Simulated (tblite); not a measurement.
C2H12OSSi4.
Cartesian coordinates in Å at the GFN2-xTB level; atoms count from 1:
```xyz
20
C2H12OSSi4 angstrom
C      3.751    0.140   -0.959
S      2.078    0.713   -1.371
Si     0.942   -1.026   -0.792
Si    -1.268   -0.388   -1.045
C     -2.160   -1.839   -0.194
O     -2.057   -2.014    1.000
Si    -1.930    1.490    0.183
Si    -1.433    1.259    2.442
H      4.435    0.938   -1.226
H      3.813   -0.063    0.105
H      3.979   -0.754   -1.530
H      1.373   -1.311    0.579
H      1.487   -2.126   -1.600
H     -1.666   -0.511   -2.461
H     -2.792   -2.535   -0.783
H     -3.367    1.728   -0.049
H     -1.281    2.656   -0.435
H     -1.722    2.486    3.193
H     -0.002    0.989    2.613
H     -2.187    0.181    3.073
```

Method: GFN2-xTB as coded in tblite; computed harmonic values from a numerical Hessian at the method's own geometry, unscaled. The method is semi-empirical: single wavenumbers can be off by several per cent or more. Modes of hydrogen on silicon can be 10 to 20 % off. One conformer, not necessarily the lowest. The optimisation stopped once no atom felt more than 0.01 eV/Å.

Lowest wavenumbers of the output (negative numbers stand for imaginary wavenumbers):
```
mode    cm-1
  1     -36.9
  2      14.1
  3      28.6
  4      37.4
  5      49.3
  6      56.9
  7      76.5
  8     103.3
```

Q: Is this structure a minimum?

A: Not by this Hessian. 1 mode is imaginary beyond 20i (37i cm⁻¹), so at this level the point lies at or near a first-order saddle. The curvature is small, so loose convergence or finite differences may be the whole cause.

Q: Which atoms move in the imaginary mode?

A: 37i: O6 (carbonyl oxygen) 40 %, Si8 (SiH3 silicon) 17 %, H19 (Si–H hydrogen) 13 %. These are shares of the mass-weighted motion.

Q: What is the remedy?

A: Step along that mode in both directions, optimise again with tighter thresholds and repeat the frequencies. The zero-point energy of this point (75.8 kcal/mol) counts the 53 real modes alone, and thermal corrections from it aren't those of a minimum.

Hardware: one thread, Arm Neoverse N1 (aarch64), on a shared host. Cost: 2.3 s. This covers the Hessian and the dipole derivatives.
